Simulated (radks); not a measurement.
Values are calculated unless marked as measured or tabulated.
Ionisation of Ho, [Xe] 4f11 6s2, to Ho+, [Xe] 4f11 6s1, under several functionals. Scalar-relativistic Kohn-Sham, spin-polarised, spherical densities, point nucleus; open shells are filled with parallel spins first (spin-orbit coupling, left out, can overturn this in heavy ions); a radial shooting solver on a logarithmic mesh with Libxc functionals. Known Delta-SCF values: BP86 6.206 eV. What does PBEsol give, and what is its highest occupied eigenvalue?

Answer. 6.034 eV by Delta-SCF; the 4f eigenvalue is -1.983 eV. NIST: 6.022 eV (measured).
